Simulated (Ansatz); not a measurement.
Reactions of `CNC=[Se]`.

Gas-phase electronic energies from Ansatz, PBE0-D4/def2-TZVP geometries. CCSD(T)/CBS adds triple-zeta CCSD(T) − MP2 to the extrapolated MP2 energy (def2 sets, frozen cores). This one scheme is used for every species. Functionals use def2-TZVPP. For Ga, Se outer-core shells are correlated without core-valence functions, which leaves a few kJ/mol of doubt a bond. Scalar relativity is left out up to krypton. One conformer a species, not always the lowest.

```
                                                reaction  B2PLYP (kcal/mol)  PBE-D4 (kcal/mol)  PBE0-D4 (kcal/mol)  CCSD(T)/CBS(def2) (kcal/mol)
`CNC=[Se]` + `C[O][GaH2]` → `C[O][GaH][CH3]` + `NC=[Se]`              -12.0              -11.6               -11.7                         -12.6
                   `CNC=[Se]` + H₂S → `SC=[Se]` + CH₃NH₂               13.5               13.3                14.6                          13.3
                  `CNC=[Se]` + HCl → `ClC=[Se]` + CH₃NH₂               23.5               23.6                25.4                          23.0
             `CNC=[Se]` + `N=S=O` → `CN=S=O` + `NC=[Se]`               -0.7               -1.0                -0.5                           0.5
```

Largest T1 diagnostic: 0.020, for `N=S=O`.
